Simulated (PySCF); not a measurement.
Bond length, frequency and bond energy of GeSe⁺ by level of theory

State: ²Π (doublet), unpaired electrons π ↑. Set-up: Ge cc-pVDZ-PP with ECP10, Se cc-pVDZ-PP with ECP10; scalar-relativistic core potentials (PySCF 2.14). De refers to Ge⁺ + Se in their high-spin ground configurations, without counterpoise correction. The functionals are run spin-unrestricted. A positive dipole points towards Se; it is taken about the centre of mass and depends on that origin.

```tsv
Level	Re (Å)	ωe (cm⁻¹)	De (eV)	μ (D)
UHF	2.289	336	1.78	-3.24
UHF-MP2	2.299	333	3.00	n/a
UHF-SCS-MP2	2.304	329	2.89	n/a
UHF-CCSD	2.308	325	2.88	n/a
UHF-CCSD(T)	2.320	315	3.05	n/a
PBE	2.334	307	3.74	-2.48
r²SCAN	2.304	321	3.59	-2.47
TPSSh	2.312	317	3.49	-2.58
PBE0	2.302	325	3.42	-2.66
M06	2.310	321	3.52	-2.91
LC-ωPBE	2.263	350	3.03	-2.77
B2PLYP	2.316	317	3.27	-3.01
```

Task: Which functional lies closest to UHF-CCSD(T) in De, which farthest, and by how much do they differ from it?

Result: Closest is LC-ωPBE (-5.7 pm in Re, +11.1 % in ωe, -0.02 eV in De against UHF-CCSD(T) in the same basis), farthest PBE (+1.4 pm in Re, -2.5 % in ωe, +0.69 eV in De). CCSD(T) converges more slowly with the basis than the functionals do and binds too weakly in this one, so the order can change at the basis-set limit.

Task: What does second-order correlation do here, going from UHF to UHF-MP2?

Result: UHF-MP2 less UHF: +1.0 pm in Re, -0.9 % in ωe, +1.22 eV in De. Correlation nearly always deepens the well. The bond lengthens, as in strong covalent bonds, where excitations into antibonding orbitals dominate.

Task: What does the triples do here, going from UHF-CCSD to UHF-CCSD(T)?

Result: UHF-CCSD(T) less UHF-CCSD: +1.2 pm in Re, -3.1 % in ωe, +0.17 eV in De. Correlation nearly always deepens the well. The bond lengthens, as in strong covalent bonds, where excitations into antibonding orbitals dominate.

Correlated steps freeze 8 core orbitals. Correlated levels converge slowly with the basis: in double zeta they bind strong bonds too weakly, by up to about 1 eV, and carry superposition errors of some tenths. Spin–orbit coupling is left out. For an ion De counts to the pair picked by the measured ionisation energies or electron affinities, which need not be the lowest pair at this level. B2PLYP dipoles, levels and charges come from its SCF part alone. The state is the lowest determinant that a PBE0 search found; another state may lie lower at other levels.
